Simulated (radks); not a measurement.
All-electron atom: the barium ion Ba54+ in [He]. All-electron calculation, scalar-relativistic Kohn-Sham, r2SCAN, spin-polarised, spherical densities, finite nucleus; meta-GGA in the generalised Kohn-Sham scheme; Fermi nuclear charge, rms radius 4.8378 fm. Program: a radial shooting solver on a logarithmic mesh with Libxc functionals. Some entries of the table are withheld. Estimate them.

orbital,occ.,eigenvalue (eV),<1/r> (bohr^-1)
1s,2,(1),60.96
2s,0,(2),15.08
2p,0,-10159.63,(3)

Answer. 
(1) 1s eigenvalue (eV): -43269.85
(2) 2s eigenvalue (eV): -10548.92
(3) 2p <1/r> (bohr^-1): 14.33
